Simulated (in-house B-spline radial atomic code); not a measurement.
Configurations of Tb VI (Tb5+), with energies counted from [Kr] 4d10 (4f5/2)6 (4f7/2)1 5s2 (5p1/2)2 (5p3/2)3. Computed with a radial B-spline atomic code at the basis-set limit: Dirac-Hartree-Fock, average of each configuration as written, Fermi nucleus of rms radius 5.06 fm. Energies include first-order Breit, QED and recoil terms.

Occupations are held fixed; configurations that lie above the ionisation limit could autoionise.

```json
{"configuration": "[Kr] 4d10 (4f5/2)5 (4f7/2)2 5s2 (5p1/2)1 (5p3/2)4", "E - E(ref) (eV)": "9.0829", "highest orbital": "4f7/2", "its <r> (bohr)": "0.7616"}
{"configuration": "[Kr] 4d10 (4f5/2)5 (4f7/2)2 5s2 (5p1/2)2 (5p3/2)2 (8p1/2)1", "E - E(ref) (eV)": "74.35", "highest orbital": "8p1/2", "its <r> (bohr)": "7.525"}
{"configuration": "[Kr] 4d10 (4f5/2)2 (4f7/2)5 5s2 (5p1/2)1 (5p3/2)3 (9d5/2)1", "E - E(ref) (eV)": "90.194", "highest orbital": "9d5/2", "its <r> (bohr)": "12.31"}
{"configuration": "[Kr] (4d3/2)4 (4d5/2)5 (4f5/2)5 (4f7/2)2 5s2 (5p1/2)1 (5p3/2)4 8s1", "E - E(ref) (eV)": "220.53", "highest orbital": "8s1/2", "its <r> (bohr)": "6.935"}
{"configuration": "[Kr] (4d3/2)4 (4d5/2)5 (4f5/2)3 (4f7/2)4 5s2 (5p1/2)2 (5p3/2)3 (9p1/2)1", "E - E(ref) (eV)": "226.62", "highest orbital": "9p1/2", "its <r> (bohr)": "10.49"}
```

(1) Order these further configurations by energy, lowest first.
A. [Kr] 4d10 (4f5/2)2 (4f7/2)5 5s2 (5p3/2)4 (9p1/2)1
B. [Kr] 4d10 (4f5/2)4 (4f7/2)3 5s2 (5p1/2)1 (5p3/2)4
C. [Kr] 4d10 (4f5/2)3 (4f7/2)4 5s2 (5p1/2)2 (5p3/2)3
D. [Kr] 4d10 (4f5/2)6 (4f7/2)2 5s2 (5p3/2)4
E. [Kr] 4d10 (4f5/2)3 (4f7/2)3 5s2 (5p1/2)1 (5p3/2)4 (9p3/2)1

(2) How far above the reference does [Kr] 4d10 (4f5/2)1 (4f7/2)5 5s2 (5p1/2)1 (5p3/2)4 (8d5/2)1 lie?

## Answers

(1) C (6.6944 eV), B (11.034 eV), D (28.669 eV), E (79.834 eV), A (94.733 eV).

(2) 78.281 eV; its least bound orbital is 8d5/2 with <r> = 8.91 bohr.
